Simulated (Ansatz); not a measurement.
`CN[SiH2][SeH]` + `OPO` → `OP(O)[SeH]` + `CN[SiH3]`  (ligand exchange at the Se–Si bond)

Program: Ansatz. Geometries: PBE0-D4/def2-TZVP. ΔE: electronic, gas phase. CCSD(T)/CBS adds triple-zeta CCSD(T) − MP2 to the extrapolated MP2 energy (def2 sets, frozen cores). Functionals use def2-TZVPP. HSE06 is defined as in plane-wave codes. For Se outer-core shells are correlated without core-valence functions, which leaves a few kJ/mol of doubt a bond. Scalar relativity is left out up to krypton. One conformer a species, not always the lowest.

```
         level  ΔE (kcal/mol)
        PBE-D4            9.0
     revPBE-D4            8.4
       PBE0-D4           10.7
      HSE06-D4           10.7
  CAM-B3LYP-D4           11.1
        B2PLYP           10.9
         BHLYP           11.6
MP2/def2-QZVPP           12.2
```

(1) What does CCSD(T)/CBS give? (Best estimate.)

Largest T1 diagnostic among the species: 0.013.

Answers

(1) Ansatz gave: +11.9 kcal/mol. The listed levels differ from it by -2.9, -3.5, -1.2, -1.2, -0.8, -1.0, -0.3, 0.3 kcal/mol.

Leaving LDA and LC-ωPBE aside and taking each functional with its dispersion term where it has one, the values, not all of them listed here, spread over 4.0 kcal/mol, from BLYP-D4 to PBE-QIDH. From r2SCAN to r2SCAN0 (25 % exact exchange), in def2-TZVPP and without D4, ΔE moves by +1.4 kcal/mol.

CCSD(T)/CBS has its own doubt, a few kJ/mol and more with outer-core shells, so smaller differences from it don't rank the levels.
